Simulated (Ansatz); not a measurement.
Reaction (formal exchange of groups at the Al–C bond): `C=[C](Cl)[AlH][SiH3]` + `C#C[SiH3]` → `C#C[SiH2][AlH][SiH3]` + `C=CCl`

Program: Ansatz. Geometries: PBE0-D4/def2-TZVP. ΔE: electronic, gas phase. CBS: MP2 limit from def2 TZ/QZ plus the TZ coupled-cluster correction, frozen cores. This one scheme is used for every species. DFT in def2-TZVPP. B3LYP here is the variant with VWN-RPA as its local correlation; programs differ in this. Each species was taken in one conformer, which may not be the lowest.

Q: Is it downhill or uphill in electronic energy at CCSD(T)/CBS, and by how much? (Best estimate.)

A: Computed: Nearly level: ΔE = -1.5 kJ/mol.

Q: What do these levels give: B3LYP-D4, ωB97M-V, B2PLYP, HF/def2-QZVPP, MP2/CBS(def2), CCSD/CBS(def2)? (Best estimate.)

A: Computed: B3LYP-D4 -0.4, ωB97M-V -5.5, B2PLYP 4.8, HF/def2-QZVPP 41.2, MP2/CBS(def2) 1.2, CCSD/CBS(def2) 6.4 kJ/mol.

Largest T1 diagnostic among the species: 0.015.

The D4 term adds −4.8 kJ/mol with B3LYP and −2.6 kJ/mol with PBE0; it sums over pairs of atoms, weighted by their polarisabilities, and B3LYP, whose exchange is more repulsive, gets the larger term. From PBE to PBE0 (25 % exact exchange), in def2-TZVPP and without D4, ΔE moves by +5.7 kJ/mol. In def2-TZVPP, CCSD(T) changes the Hartree–Fock value by −43.1 kJ/mol (the triples alone add −7.9 kJ/mol) and MP2 by −40.4 kJ/mol.
